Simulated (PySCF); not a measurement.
A calculated (PBE, PySCF 2.14, def2-TZVP, no relativity, point nucleus) atom or ion has these occupied shells.

| shell | electrons | orbital energy (eV) | rms radius, mean of both spins (bohr) |
| --- | --- | --- | --- |
| 1s α | 1 | -2409.4 | 0.113 |
| 1s β | 1 | -2408.9 | 0.113 |
| 2s α | 1 | -221.91 | 0.524 |
| 2s β | 1 | -221.47 | 0.524 |
| 2p α | 3 | -168.09 | 0.495 |
| 2p β | 3 | -167.48 | 0.495 |
| 3s α | 1 | -28.705 | 1.77 |
| 3s β | 1 | -25.279 | 1.77 |
| 3p α | 3 | -17.935 | 2.03 |

(1) Name the element and its charge.

Results:

(1) S+ (sulfur, charge +1), in [Ne] 3s2 3p3, high-spin 4S determinant.
